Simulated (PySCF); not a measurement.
# TPSS on Te+ (tellurium, charge +1)

Configuration: [Kr] 4d10 5s2 5p3, high-spin 4S determinant. Computed with PySCF 2.14 in def2-SVP with the def2 core potential (28 electrons) (4s4p2d, 26 functions), with a scalar-relativistic core potential.

* Total energy: -267.5508 hartree
* One-electron energy: -459.1220 hartree
* Hartree (Coulomb) energy: 211.9767 hartree
* Exchange-correlation energy: -20.4054 hartree
* ⟨S²⟩: 3.7506
* ⟨L²⟩: 0.000
* Sum of ⟨r⟩: 27.85 bohr
* Sum of ⟨r²⟩: 47.25 bohr²
* Time after the integrals: 0.37 s of wall time on 1 thread of Neoverse-V2 (shared host)

```tsv
shell	electrons	mean orbital energy (eV)	rms radius, mean of both spins (bohr)
4s α	1	-174.84	0.820
4s β	1	-174.60	0.820
4p α	3	-124.85	0.883
4p β	3	-124.61	0.883
4d α	5	-50.368	1.05
4d β	5	-49.978	1.05
5s α	1	-24.558	2.17
5s β	1	-21.958	2.17
5p α	3	-14.654	2.64
```

Energies and moments cover only the electrons outside the core potential.
